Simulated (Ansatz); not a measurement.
Relaxation of CH₆AlNSi (10 atoms, charge 0, multiplicity 1), to a largest force component of 0.02 eV/Å in at most 50 steps.

These are results of RKS B3LYP/def2-SVP in Ansatz, not measurements.

```xyz
10
Properties=species:S:1:pos:R:3:forces:R:3
Si -1.235 0.491 -0.419 -1.60 0.77 -0.50
C -0.017 -0.644 0.266 0.97 -1.30 -1.12
N 0.769 0.006 1.290 3.87 -0.52 1.46
Al 1.840 -0.318 -0.348 -2.44 0.71 1.70
H -1.728 0.040 -1.761 0.02 0.00 0.03
H -2.434 0.621 0.481 -0.01 0.11 -0.05
H -0.677 1.882 -0.577 0.11 -0.26 -0.03
H -0.298 -1.653 0.529 -0.60 -0.77 -0.29
H 1.142 -0.709 2.014 -0.97 1.34 -1.03
H 2.722 0.234 -1.472 0.67 -0.09 -0.17
```

Where does it end, and by what steps?

The forces met the threshold. After 11 steps the energy has fallen by 1.237 eV; H10 moved furthest, 0.73 Å.

```
step  energy less start (eV)  largest force component (eV/Å)  accepted
   0                  0.0000                           3.868       yes
   1                 -0.6184                           2.083       yes
   2                 -0.9088                           1.413       yes
   3                 -1.0129                           0.649       yes
   4                 -1.1280                           0.587       yes
   5                 -1.1550                           1.814       yes
   6                 -1.1318                           1.337        no
   7                 -1.2278                           0.270       yes
   8                 -1.2302                           0.234       yes
   9                 -1.2295                           0.272        no
  10                 -1.2371                           0.033       yes
  11                 -1.2374                           0.009       yes
```

```xyz
10
Properties=species:S:1:pos:R:3
Si -1.373 0.494 -0.349
C 0.058 -0.665 0.003
N 1.037 -0.262 1.102
Al 1.919 -0.233 -0.387
H -2.180 0.002 -1.509
H -2.305 0.652 0.817
H -0.863 1.865 -0.678
H -0.245 -1.729 0.026
H 0.735 -0.192 2.066
H 3.298 0.018 -1.088
```

The run took 22 s on 2 threads of Intel(R) Xeon(R) Platinum 8488C (Sapphire Rapids), on a shared host, peak memory 0.2 GiB.
